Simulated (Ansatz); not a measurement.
Ideal-gas functions of F2H2O2Ti, SMILES `[OH][Ti]([OH])([F])[F]` at 400 K and 1 bar, from an Ansatz frequency run at PBE0-D4/def2-TZVP.

Molar mass 119.88 g/mol, point group C2v (symmetry number 2), electronic degeneracy 1, moments of inertia 152.569, 154.299, 156.582 u Å². Harmonic wavenumbers (cm⁻¹, unscaled): 109, 176, 195, 204, 220, 230, 232, 373, 431, 720, 765, 799, 835, 3923, 3928.

Use S(trans) = R[1.5 ln M + 2.5 ln T − 1.1517]; rotational temperatures θ = 24.2544 K / I; S(rot) = R[ln(√π/σ · √(T³/θAθBθC)) + 1.5]; for each mode x = 1.438777 ν̃/T, S = R[x/(eˣ − 1) − ln(1 − e⁻ˣ)] and H = RT x/(eˣ − 1); 1 cm⁻¹ = 0.0119627 kJ/mol; R = 8.31446 J/(mol·K).

**Question.** By hand: the entropy, in J/(mol·K).

**Answer.** Translation 174.7. Rotation: θ = 0.159, 0.1572, 0.1549 K, giving 109.3. Vibration, mode by mode: 16.15, 12.25, 11.43, 11.07, 10.47, 10.12, 10.06, 6.47, 5.45, 2.40, 2.11, 1.91, 1.73, 0.00, 0.00, in all 101.6. Electronic 0.0. Sum 385.6 J/(mol·K).

**Question.** By hand: H − E and G − E in kJ/mol, counted from the electronic energy.

**Answer.** Zero-point energy ½ × 13140 × 0.0119627 = 78.6; thermal vibration 21.5; translation, rotation and pV give 4 RT = 13.3. H − E = 113.4 kJ/mol, and G − E = 113.4 − 400 × 385.6/1000 = -40.8 kJ/mol.

Vibration gives 26 % of the entropy, 16.2 J/(mol·K) of it from the mode under 150 cm⁻¹: soft modes count most, and the harmonic formula is weakest for them. The sum counts one conformer and one mirror image; others add a mixing term.
